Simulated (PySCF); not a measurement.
# `InChI=1S/C5H9FO/c1-3-7-4-5(2)6/h3,5H,1,4H2,2H3/t5-/m1/s1`

Molfile (atoms numbered from 1):
```
C5H9FO
     RDKit          3D

 16 15  0  0  0  0  0  0  0  0999 V2000
    0.4016   -2.2189    1.4387 C   0  0  0  0  0  0  0  0  0  0  0  0
    1.1649   -1.4458    0.6809 C   0  0  0  0  0  0  0  0  0  0  0  0
    0.9046   -0.2187    0.1699 O   0  0  0  0  0  0  0  0  0  0  0  0
   -0.4239    0.2283   -0.0128 C   0  0  0  0  0  0  0  0  0  0  0  0
   -1.3988   -0.7748   -0.6463 C   0  0  1  0  0  0  0  0  0  0  0  0
   -2.8112   -0.6425   -0.0996 C   0  0  0  0  0  0  0  0  0  0  0  0
   -1.4432   -0.5368   -2.0132 F   0  0  0  0  0  0  0  0  0  0  0  0
   -0.5983   -1.9550    1.7346 H   0  0  0  0  0  0  0  0  0  0  0  0
    0.7756   -3.1606    1.7927 H   0  0  0  0  0  0  0  0  0  0  0  0
    2.1827   -1.7228    0.4370 H   0  0  0  0  0  0  0  0  0  0  0  0
   -0.3372    1.1012   -0.6636 H   0  0  0  0  0  0  0  0  0  0  0  0
   -0.8335    0.5501    0.9564 H   0  0  0  0  0  0  0  0  0  0  0  0
   -1.0263   -1.8004   -0.5503 H   0  0  0  0  0  0  0  0  0  0  0  0
   -3.1583    0.3824   -0.2083 H   0  0  0  0  0  0  0  0  0  0  0  0
   -3.4784   -1.2962   -0.6559 H   0  0  0  0  0  0  0  0  0  0  0  0
   -2.8369   -0.9210    0.9497 H   0  0  0  0  0  0  0  0  0  0  0  0
  1  2  2  0
  2  3  1  0
  3  4  1  0
  4  5  1  0
  5  6  1  0
  5  7  1  0
  1  8  1  0
  1  9  1  0
  2 10  1  0
  4 11  1  0
  4 12  1  0
  5 13  1  6
  6 14  1  0
  6 15  1  0
  6 16  1  0
M  END
```

Computed, not measured: GIAO PBE/pcSseg-1 magnetisability, rotational g tensor and spin-rotation constants, non-relativistic, gas phase (PySCF). Geometry: GFN2-xTB, dihedral held. The dihedral C5–C4–O3–C2 is held at 315°.

Give the nuclear spin-rotation constants along the inertial axes (H = +C I·J) beside the isotropic shieldings.

Rotational constants 4.1864, 1.6953, 1.4745 GHz. A star marks the isotopologue with that one atom substituted, in its own axes.
```
atom  isotope  Caa (kHz)  Cbb (kHz)  Ccc (kHz)  mean (kHz)  σ (ppm)
  F7      19F      3.257      0.892      0.926       1.692    359.7
  H8       1H     -0.122     -0.092     -0.114      -0.109     28.0
  H9       1H     -0.118     -0.105     -0.080      -0.101     27.3
 H10       1H      0.020     -0.095     -0.080      -0.051     25.0
 H11       1H     -0.315      0.039     -0.130      -0.135     26.9
 H12       1H     -0.455     -0.081      0.018      -0.173     27.2
 H13       1H     -0.213     -0.124      0.026      -0.104     25.2
 H14       1H     -0.281     -0.165     -0.054      -0.166     30.3
 H15       1H     -0.226     -0.155     -0.076      -0.152     30.1
 H16       1H     -0.290     -0.060     -0.153      -0.168     30.7
  C1     13C*      1.189      0.431      0.348       0.656     91.5
  C2     13C*      1.771      0.536      0.486       0.931     26.4
  O3     17O*     -0.863     -0.298     -0.192      -0.451    187.6
  C4     13C*      0.871      0.453      0.367       0.564    102.6
  C5     13C*      1.044      0.410      0.407       0.621     93.1
  C6     13C*      0.623      0.251      0.236       0.370    161.1
```
For the geometry as given, no vibrational averaging.
